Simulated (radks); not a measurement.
Question: The mean radii <r> (bohr) of the occupied orbitals of an atom or ion are listed with their occupations. All-electron calculation, non-relativistic Kohn-Sham, PBE, spin-polarised, spherical densities, point nucleus. Program: a radial shooting solver on a logarithmic mesh with Libxc functionals.

orbital  occ.      <r>
1s          2  0.05449
2s          2   0.2264

Name the element and its charge. Open shells, if any, are filled with parallel spins first.

Answer: Z = 28, nickel, charge +24: Ni24+ in [He] 2s2. The 1s radius gives Z: for a bare nucleus <r> = 1.5/Z, 0.05357 bohr for Z = 28, and screening makes it slightly larger (0.05449 here). The occupations add up to 4, and the charge is Z minus that.
